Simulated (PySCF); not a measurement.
B3LYP has the VWN-RPA correlation part, as in Gaussian. Excitations are Tamm–Dancoff values on a coarser integration grid. The basis has no diffuse functions, so Rydberg states are missing or too high.

## C₂H₆BN, SMILES `B1CCN1` (charge 0, multiplicity 1)

These are B3LYP-D3(BJ)/def2-TZVP (PySCF) values and carry that method's errors.

```yaml
HOMO: -7.49 eV
dipole_moment: 1.40 D
HOMO–LUMO gap: 7.78 eV
LUMO: 0.30 eV
S1 excitation (TDA): 6.76 eV
S1 oscillator strength: 0.000
brightest of the four lowest singlets (TDA): 7.47 eV
T1 excitation (TDA): 5.57 eV
S1–T1 gap (TDA): 1.19 eV
vertical ionisation energy (Delta-SCF): 10.01 eV
total_energy: -159.5062 Ha
cost: roughly 80 core-seconds
```

```xyz
10

B     -0.2249     1.1644     0.1615
C      0.9766     0.1798    -0.2204
C     -0.1050    -0.9315    -0.0605
N     -1.1079     0.0895     0.2764
H     -0.4088     2.3301     0.3135
H      1.8042     0.1023     0.4854
H      1.3890     0.2600    -1.2266
H     -0.3354    -1.4850    -0.9745
H      0.0819    -1.6434     0.7476
H     -2.0778    -0.0673     0.4968
```
Charge 0, spin multiplicity 1.
